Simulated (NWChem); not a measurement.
The numbers come from NWChem runs, not from measurements. System: FNa, charge 0, spin multiplicity 1, at a geometry optimised with PBE0/def2-SVP. The structure started from a generated list of species. Level: CR-CCSD(T)/cc-pVQZ, 2 core orbitals frozen.

The NWChem input:

```
start mol
memory heap 100 mb stack 700 mb global 1900 mb
geometry units angstroms nocenter noautoz
  Na     0.000000     0.000000    -0.849713
  F      0.000000     0.000000     1.038538
  symmetry group C2v
end
basis spherical
  * library cc-pvqz
end
scf
  rhf
  nopen 0
  maxiter 100
  thresh 1e-7
  semidirect memsize 60000000 filesize 0
end
tce
  freeze core 2
  cr-ccsd(t)
  2eorb
  2emet 13
  thresh 1e-6
  maxiter 100
  tilesize 24
end
task tce energy
```

NWChem printed:

```
             Northwest Computational Chemistry Package (NWChem) 7.3.0
             --------------------------------------------------------

                                NWChem Input Module
                                -------------------

 Scaling coordinates for geometry "geometry" by  1.889725989
 (inverse scale =  0.529177249)

 Turning off AUTOSYM since
 SYMMETRY directive was detected!

                             Geometry "geometry" -> ""
                             -------------------------

 Output coordinates in angstroms (scale by  1.889725989 to convert to a.u.)

  No.       Tag          Charge          X              Y              Z
 ---- ---------------- ---------- -------------- -------------- --------------
    1 Na                  11.0000     0.00000000     0.00000000    -0.84971300
    2 F                    9.0000     0.00000000     0.00000000     1.03853800

 Effective nuclear repulsion energy (a.u.)      27.7444829374

            Nuclear Dipole moment (a.u.)
            ----------------------------
        X                 Y               Z
 ---------------- ---------------- ----------------
     0.0000000000     0.0000000000    -0.0000018897

      Symmetry information
      --------------------

 Group name             C2v
 Group number             16
 Group order               4
 No. of unique centers     2

      Symmetry unique atoms

     1    2


 Summary of "ao basis" -> "" (spherical)
 ------------------------------------------------------------------------------
       Tag                 Description            Shells   Functions and Types
 ---------------- ------------------------------  ------  ---------------------
 *                          cc-pvqz                   on all atoms

 Summary of "ao basis" -> "ao basis" (spherical)
 ------------------------------------------------------------------------------
       Tag                 Description            Shells   Functions and Types
 ---------------- ------------------------------  ------  ---------------------
 Na                         cc-pvqz                 17       59   6s5p3d2f1g
 F                          cc-pvqz                 15       55   5s4p3d2f1g

                                 NWChem SCF Module
                                 -----------------

  ao basis        = "ao basis"
  functions       =   114
  atoms           =     2
  closed shells   =    10
  open shells     =     0
  charge          =   0.00
  wavefunction    = RHF
  use symmetry    = T
  symmetry adapt  = T

 Summary of "ao basis" -> "ao basis" (spherical)
 ------------------------------------------------------------------------------
       Tag                 Description            Shells   Functions and Types
 ---------------- ------------------------------  ------  ---------------------
 Na                         cc-pvqz                 17       59   6s5p3d2f1g
 F                          cc-pvqz                 15       55   5s4p3d2f1g

      Symmetry analysis of basis
      --------------------------

        a1         46
        a2         14
        b1         27
        b2         27

 Forming initial guess at       0.3s

      Superposition of Atomic Density Guess
      -------------------------------------

 Sum of atomic energies:        -261.27836131

      Non-variational initial energy
      ------------------------------

 Total energy =    -260.978653
 1-e energy   =    -422.218669
 2-e energy   =     133.495533
 HOMO         =      -0.639720
[...]
    30     -0.175293  1 Na d  1               7     -0.173639  1 Na px

 Vector   13  Occ=0.000000D+00  E= 2.129278D-02  Symmetry=b2
              MO Center=  9.5D-30, -1.1D-15, -1.3D+00, r^2= 2.9D+01
   Bfn.  Coefficient  Atom+Function         Bfn.  Coefficient  Atom+Function
  ----- ------------  ---------------      ----- ------------  ---------------
    20      1.218663  1 Na py                17     -0.395773  1 Na py
    33     -0.287002  1 Na d -1              14      0.187122  1 Na py
    28      0.175293  1 Na d -1               8     -0.173639  1 Na py

 center of mass
 --------------
 x =   0.00000000 y =   0.00000000 z =   0.00881348

 moments of inertia (a.u.)
 ------------------
         132.446986505747           0.000000000000           0.000000000000
           0.000000000000         132.446986505747           0.000000000000
           0.000000000000           0.000000000000           0.000000000000

  Mulliken analysis of the total density
  --------------------------------------

    Atom       Charge   Shell Charges
 -----------   ------   -------------------------------------------------------
    1 Na  11    10.30   2.00  1.99  0.01  0.08 -0.02  0.00  5.98  0.04  0.06  0.02 -0.00  0.07 -0.01  0.04  0.02  0.03  0.01
    2 F    9     9.70   1.98 -0.02  0.43  1.04  0.52  0.59  1.64  2.26  1.26  0.00  0.00  0.00 -0.00  0.00  0.00

       Multipole analysis of the density wrt the origin
       ------------------------------------------------

     L   x y z        total         open         nuclear
     -   - - -        -----         ----         -------
     0   0 0 0     -0.000000      0.000000     20.000000

     1   1 0 0     -0.000000      0.000000      0.000000
     1   0 1 0      0.000000      0.000000      0.000000
     1   0 0 1     -3.241317      0.000000     -0.000002

     2   2 0 0     -7.213753      0.000000      0.000000
     2   1 1 0      0.000000      0.000000      0.000000
     2   1 0 1     -0.000000      0.000000      0.000000
     2   0 2 0     -7.213753      0.000000      0.000000
     2   0 1 1      0.000000      0.000000      0.000000
     2   0 0 2     -7.448226      0.000000     63.026373

                   NWChem Extensible Many-Electron Theory Module
                   ---------------------------------------------


            General Information
            -------------------
      Number of processors :     1
         Wavefunction type : Restricted Hartree-Fock
          No. of electrons :    20
           Alpha electrons :    10
            Beta electrons :    10
           No. of orbitals :   228
            Alpha orbitals :   114
             Beta orbitals :   114
        Alpha frozen cores :     2
         Beta frozen cores :     2
     Alpha frozen virtuals :     0
      Beta frozen virtuals :     0
         Spin multiplicity : singlet
    Number of AO functions :   114
       Number of AO shells :    32
        Use of symmetry is : on
      Symmetry adaption is : on
         Schwarz screening : 0.10D-09

          Correlation Information
          -----------------------
          Calculation type : Coupled-cluster singles & doubles w/ perturbation
   Perturbative correction : Completely renormalized (T)
            Max iterations :      100
        Residual threshold : 0.10D-05
     T(0) DIIS level shift : 0.00D+00
     L(0) DIIS level shift : 0.00D+00
     T(1) DIIS level shift : 0.00D+00
     L(1) DIIS level shift : 0.00D+00
     T(R) DIIS level shift : 0.00D+00
     T(I) DIIS level shift : 0.00D+00
   CC-T/L Amplitude update :  5-th order DIIS
                I/O scheme : Global Array Library
        L-threshold :  0.10D-05
        EOM-threshold :  0.10D-05
 no EOMCCSD initial starts read in
 TCE RESTART OPTIONS
 SLICE:      F
 D4D5:       F
 quantumc:   F
 qrotation:  F
 pwtce:      F
 qducc:      F
 nacto:                         0
 nrotv:                         0
 nrot:                          0

            Memory Information
            ------------------
          Available GA space size is     249023804 doubles
          Available MA space size is     104851748 doubles

 Maximum block size supplied by input
 Maximum block size        24 doubles

 tile_dim =     20

 -------------------------------------------------

 Global array virtual files algorithm will be used

 Parallel file system coherency ......... OK

 4-electron integrals stored in orbital form

 v2    file size   =          7575484
 4-index algorithm nr.  13 is used
 imaxsize =       30
 imaxsize ichop =        0


CCSD iterations
 ---------------------------------------------------------
 Iter          Residuum       Correlation     Cpu    Wall
 ---------------------------------------------------------
    1   0.1582864676107  -0.3180685025632     0.7     0.7
    2   0.0308126814468  -0.3090818676985     1.0     1.0
    3   0.0098338735274  -0.3140472622434     1.2     1.2
    4   0.0054203184966  -0.3135338236847     1.2     1.2
    5   0.0026595073113  -0.3140319948682     1.2     1.2
    6   0.0008905728564  -0.3139983364869     1.2     1.2
    7   0.0006440856425  -0.3139837327191     0.9     0.9
    8   0.0004462129099  -0.3139895184695     0.8     0.8
    9   0.0004339862625  -0.3139895989632     0.8     0.8
   10   0.0003702680186  -0.3139942663603     0.8     0.8
   11   0.0000412191987  -0.3139959669515     1.2     1.2
   12   0.0000235065464  -0.3139954457699     1.3     1.3
   13   0.0000172256406  -0.3139948563460     1.2     1.2
   14   0.0000144708637  -0.3139950177911     1.2     1.2
   15   0.0000137154698  -0.3139948471192     1.3     1.3
   16   0.0000020955565  -0.3139949159456     1.2     1.2
   17   0.0000014544861  -0.3139948423404     1.2     1.2
   18   0.0000009605248  -0.3139948856256     1.2     1.2
 -----------------------------------------------------------------
 Iterations converged
 CCSD correlation energy / hartree =        -0.313994885625627
 CCSD total energy / hartree       =      -261.690761794641560

 Singles contributions

 Doubles contributions
 CR-CCSD(T)

 CR-CCSD[T]  correction energy / hartree =        -0.009200753450731
 CR-CCSD[T] correlation energy / hartree =        -0.323195639076358
 CR-CCSD[T] total energy / hartree       =      -261.699962548092287
 CR-CCSD(T)  correction energy / hartree =        -0.008510701276387
 CR-CCSD(T) correlation energy / hartree =        -0.322505586902014
 CR-CCSD(T) total energy / hartree       =      -261.699272495917967

 Task  times  cpu:      136.4s     wall:      136.4s

 Total times  cpu:      136.5s     wall:      136.5s
```
